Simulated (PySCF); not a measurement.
Vertical excitations of a molecule C₂H₅BF₂O from TDA-PBE/def2-SVPD (PySCF 2.14.0), as energy in eV (oscillator strength): 7.51 (0.011), 7.70 (0.003), 8.29 (0.044), 8.32 (0.013), 8.51 (0.005), 8.62 (0.039), 8.87 (0.037), 8.96 (0.030), 9.00 (0.004), 9.12 (0.058). Lowest triplet (TDA): 7.35 eV. Coordinates come from a ωB97X-D3(BJ)/def2-SVP optimisation. One conformer was computed; it need not be the lowest.

Q: Which molecule gave these data?
A. OB(CF)CF
B. OCB(F)CF
C. C[C@@H](F)B(O)F
D. CCOB(F)F

A: D, CCOB(F)F
